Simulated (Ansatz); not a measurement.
`C[SiH2][SiH](N)Cl` + HCl → `N[SiH](Cl)Cl` + `C[SiH3]` at 298.15 K and 1 bar (cleavage of the Si–Si bond).

Isolated molecules relaxed with PBE0-D4/def2-TZVP in Ansatz; ΔE leaves out vibrations. CCSD(T)/CBS adds triple-zeta CCSD(T) − MP2 to the extrapolated MP2 energy (def2 sets, frozen cores). This one scheme is used for every species. Each species was taken in one conformer, which may not be the lowest.

```tsv
species	CCSD(T)/CBS energy (Eh)	H − E (kJ/mol)	S (J/(mol·K))
`C[SiH2][SiH](N)Cl`	-1135.60184	265.7	393.8
HCl	-460.38127	26.6	186.8
`N[SiH](Cl)Cl`	-1265.28357	119.2	329.0
`C[SiH3]`	-330.73916	173.3	255.5
```

H − E and S are ideal-gas, rigid-rotor, harmonic terms from PBE0-D4/def2-TZVP, for one conformer and one mirror image of each species. 1 Eh = 2625.50 kJ/mol, R = 8.31446 J/(mol·K).

Problem. By hand: ΔE, ΔH, ΔS and ΔG.

Solution. ΔE = (-1265.28357) + (-330.73916) − (-1135.60184) − (-460.38127) = -0.03962 Eh = -104.0 kJ/mol. Δ(H − E) = 119.2 + 173.3 − 265.7 − 26.6 = 0.2, so ΔH = -103.8 kJ/mol. ΔS = 329.0 + 255.5 − 393.8 − 186.8 = 3.9 J/(mol·K). ΔG = -103.8 − 298.15 × (3.9)/1000 = -105.0 kJ/mol.

Problem. By hand: the equilibrium constant, and the temperature at which ΔG would vanish if ΔH and ΔS stayed fixed.

Solution. log₁₀ K = −ΔG/(RT ln 10) = 18.4. ΔH and −TΔS have one sign here, so there is no such temperature. One of them is within its doubt of zero, so this could turn.

The number of gas molecules stays the same, so ΔS is small and ΔH decides. A doubt of 5 kJ/mol in ΔE shifts log₁₀ K by 0.9 here. Other conformers and mirror images would add mixing entropy, several J/(mol·K) or more a flexible species. Modes under 60 cm⁻¹, often nearly free rotors, make the harmonic entropy too high. These are equilibria of isolated gas molecules and say nothing of rates. Largest T1 diagnostic: 0.011 (customary marks: 0.02 for closed shells, 0.045 for open ones).
